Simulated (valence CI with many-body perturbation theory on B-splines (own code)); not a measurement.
Se XII: configurations and terms from energies and g

Calculated by relativistic CI+MBPT: five valence electrons over a frozen Dirac-Fock core [Ar], radial functions for each j: 7 s, 7 p, 8 d, 6 f, 4 g, 1 h, with the one-electron correlation potential Σ1, the two-electron term Σ2, the three-electron term Σ3, Breit, model QED; selected CI, second order for the rest, scaled by the run's own slope (own B-spline code, finite nucleus).

No measured spectrum was set against this ion. As an estimate, terms of the open shell hold to 2 to 4 % of their energy, and close levels can change places. Only levels of the ground parity were solved; by the run's estimate the other parity begins above the list, which can be wrong where configurations are misplaced.

| No. | J | Parity | E (cm⁻¹) | g |
| --- | --- | --- | --- | --- |
| 1 | 5/2 | even | 0.0 | 1.996 |
| 3 | 11/2 | even | 66309 | 1.269 |
| 4 | 7/2 | even | 66527 | 0.989 |
| 5 | 9/2 | even | 66814 | 1.171 |
| 7 | 3/2 | even | 72988 | 1.580 |
| 8 | 1/2 | even | 74694 | 2.311 |
| 9 | 7/2 | even | 80403 | 1.418 |
| 10 | 1/2 | even | 82700 | 0.350 |
| 11 | 5/2 | even | 83653 | 1.417 |
| 12 | 3/2 | even | 83900 | 1.331 |
| 13 | 11/2 | even | 95598 | 0.934 |
| 14 | 13/2 | even | 96922 | 1.076 |
| 16 | 3/2 | even | 104230 | 0.710 |
| 18 | 9/2 | even | 108790 | 1.265 |

Energies count from the lowest level. Strongly mixed levels and levels close to another of their J and parity are left out, so the numbers can have gaps.

(1) Give configuration and LS term of each level.

Answers

(1) 1: 3d5 6S; 3: 3d5 4G; 4: 3d5 4G; 5: 3d5 4G; 7: 3d5 4P; 8: 3d5 4P; 9: 3d5 4D; 10: 3d5 4D; 11: 3d5 4D; 12: 3d5 4D; 13: 3d5 2I; 14: 3d5 2I; 16: 3d5 2D; 18: 3d5 4F.
